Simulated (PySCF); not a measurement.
Gas-phase reaction: SnH3Cl ⇌ SnHCl + H2

Computed with PySCF and rigid-rotor harmonic-oscillator thermochemistry at 1 bar. † marks an energy on the PBE0/def2-TZVP geometry and frequencies; other levels use their own. CCSD(T) freezes the core. All species are closed-shell singlets. Sn: scalar-relativistic def2 core potential, no spin-orbit coupling. SnH3Cl, SnHCl: computed as isolated molecules; such fragments, hydroxides, amides, oligomers or adducts are transient or little studied in the gas. CCSD(T) isn't extrapolated to the basis-set limit; its ΔH°(298 K) is 44.9 kJ in def2-SVP and 43.0 kJ in def2-TZVPP. The harmonic model lacks anharmonicity and excited electronic states, which grow with temperature; levels with a mode under 35 cm⁻¹ are left out.

ΔH° and ΔS° at 298 K: BLYP/def2-TZVP† -7 kJ, 128 J/K; CCSD(T)/def2-TZVPP† 43 kJ, 128 J/K; PBE/def2-SVP 27 kJ, 128 J/K; PBE/def2-TZVP† 21 kJ, 128 J/K; LDA/def2-TZVP† 60 kJ, 128 J/K.

### Question
With the heat capacities included, give log10 K (1 bar) at 600, 1000, 1400, 1800, 2500 K from BLYP/def2-TZVP†, CCSD(T)/def2-TZVPP†, PBE/def2-SVP, PBE/def2-TZVP†, LDA/def2-TZVP†.

### Answer
```tsv
T (K)	BLYP/def2-TZVP†	CCSD(T)/def2-TZVPP†	PBE/def2-SVP	PBE/def2-TZVP†	LDA/def2-TZVP†
600	7.4	3.0	4.4	5.0	1.6
1000	7.2	4.6	5.4	5.7	3.7
1400	7.0	5.2	5.7	6.0	4.5
1800	6.9	5.5	5.9	6.1	5.0
2500	6.7	5.7	6.0	6.1	5.3
```
